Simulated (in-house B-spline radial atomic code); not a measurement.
**Ionising the potassium ion K⁺ with different functionals**

Computed with an all-electron radial atomic-structure program (B-spline basis): four-component Dirac-Coulomb Hamiltonian, Fermi nucleus of rms radius 3.4349 fm, spin-restricted, spherical fractional occupations for the functionals, and exact exchange of hybrids averaged over the configuration. The ionisation energy is the difference of two self-consistent energies, [Ne] 3s2 3p6 → [Ne] 3s2 3p5, without Breit or QED terms; ε is the level of the shell that loses the electron (mean over j). The electron is taken from both j subshells in proportion to 2j + 1, so the result is a j average, not the step between ground levels.

| method | rung | ΔSCF (eV) | -ε(3p) (eV) |
| --- | --- | --- | --- |
| PBE0 | global hybrid | 31.89 | 26.91 |
| BHandHLYP | global hybrid | ? | ? |
| B97-1 | global hybrid | 31.82 | 26.50 |
| LC-wPBE | range-separated hybrid | ? | ? |

**Question.** What does LC-wPBE give?

**Answer.** ΔSCF 32.01 eV, and -ε(3p) = 29.93 eV.

**Question.** What does BHandHLYP give?

**Answer.** ΔSCF 31.70 eV, and -ε(3p) = 28.78 eV.

**Question.** Among the functionals, which spreads more, the ΔSCF values or the orbital energies?

**Answer.** The orbital energies: ΔSCF values span about 0.32 eV and the orbital energies 3.43 eV; here energy differences depend much less on the functional than eigenvalues do.

**Question.** How do they compare with the NIST value?

**Answer.** NIST lists 31.625 eV (measured, ground level to ground level). Errors run from +0.07 to +0.39 eV; BHandHLYP is closest (+0.07 eV), but part of that can be cancellation, since the calculations leave out Breit-QED terms, spin polarisation, the choice among j levels, multiplet and fine-structure energies.
